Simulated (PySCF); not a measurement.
# Which element holds F most strongly?

CCSD(T) in PySCF with def2-SVPD on every atom (core potentials on Sn, Sb), for the lowest determinant that a PBE0 search found; no spin–orbit coupling. D0 is De less the harmonic zero-point energy.

```
 M  state (unpaired electrons)  Re (Å)  ωe (cm⁻¹)  D0(MF) (eV)
Al      singlet (closed shell)   1.707        761         6.69
 C               doublet (π ↑)   1.287       1283         5.29
Sn               doublet (π ↑)   1.994        558         4.72
Sb              triplet (π ↑↑)   1.978        582         3.75
 B      singlet (closed shell)   1.286       1330         7.38
```

**Question.** Order the elements by D0 and give the energy of SnF + C → CF + Sn.

**Answer.** B > Al > C > Sn > Sb; ΔE = 4.72 − 5.29 = -0.57 eV at CCSD(T)/def2-SVPD. Close neighbours can swap at other levels.

Correlated steps freeze the inner cores (2 to 6 orbitals); shallow outer-core shells are correlated. Correlated levels converge slowly with the basis: in double zeta they bind strong bonds too weakly, by up to about 1 eV, and carry superposition errors of some tenths. Spin–orbit coupling is left out, which matters for elements this heavy, above all for dissociation energies. Where the molecule has an RHF reference, its open-shell atoms are computed with UHF. States were picked by a PBE0 search and need not be the measured ground states.
